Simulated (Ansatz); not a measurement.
A search over several starts for the lowest SCF solution of KPbBr₃ at the given spin, in a small basis.

```yaml
crystal:
  periodic: [false, false, false]
  atoms:
    - {symbol: K, position_ang: [0.970861, 1.580662, 0.957316]}
    - {symbol: Pb, position_ang: [-0.787569, -1.282198, -0.776649]}
    - {symbol: Br, position_ang: [0.397434, -1.475914, 1.747084]}
    - {symbol: Br, position_ang: [1.441550, 0.042894, -1.818992]}
    - {symbol: Br, position_ang: [-2.022276, 1.134556, -0.108759]}
basis:
  gaussian: {orbitals: def2-SVP}
magnetization: {spin_polarized: true, initial_magnetization: 0}
hamiltonian: {xc: pbe0, dispersion: d4}
output: {orbitals: {seedname: orbitals}}
```

```sh
$ ansatz run in.yaml --threads 4 --pin off --events-out ev --progress --plain --max-ram 8704MiB
```

Shortened log:

```
Functional definition: PBE0
  name "PBE0"
  cite "Adamo & Barone, J. Chem. Phys. 110, 6158 (1999) doi:10.1063/1.478522"
  cite "Perdew, Burke & Ernzerhof, Phys. Rev. Lett. 77, 3865 (1996) doi:10.1103/PhysRevLett.77.3865"
  parent pbe
  parameter a = 0.25
  parameter kappa = 0.804
  parameter beta = 0.06672455060314922
  exchange = (1 - a)*pbe_x(kappa = kappa, mu = beta*pi^2/3) + a*exact_x
  correlation = pbe_c(beta = beta)
1484 factors; integrals over basis functions are off by at most 2.3e-4 eV
mean field evaluation 1: about -231661.5073 eV, gradient 1.5e1 eV
mean field evaluation 2: about -231660.3206 eV, gradient 2.1e1 eV
mean field evaluation 4: about -231663.1743 eV, gradient 7.1e-1 eV
mean field evaluation 8: about -231663.2050 eV, gradient 1.8e-2 eV
mean field evaluation 16: about -231663.2050 eV, gradient 7.7e-5 eV
mean field -231663.20498773 eV, -8513.4657563388 hartree, gradient 7.7e-5 eV, S^2 0.000000; 0 other end points of the search recorded, 0 dependent functions left out
reference -231663.20508066 eV, -8513.4657597541 hartree; 73, 73 occupied and 73, 73 virtual orbitals, 1484 factors
Total energy: -231663.44140346 eV, -8513.4744444569 hartree
```

Hardware: 4 threads of Intel Xeon Platinum 8259CL on a shared host. Wall time 10 s, peak host memory 0.84 GiB.

In the def2 sets Pb takes a core potential; there is no spin–orbit coupling. The structure comes from a short search, and lower isomers may exist.
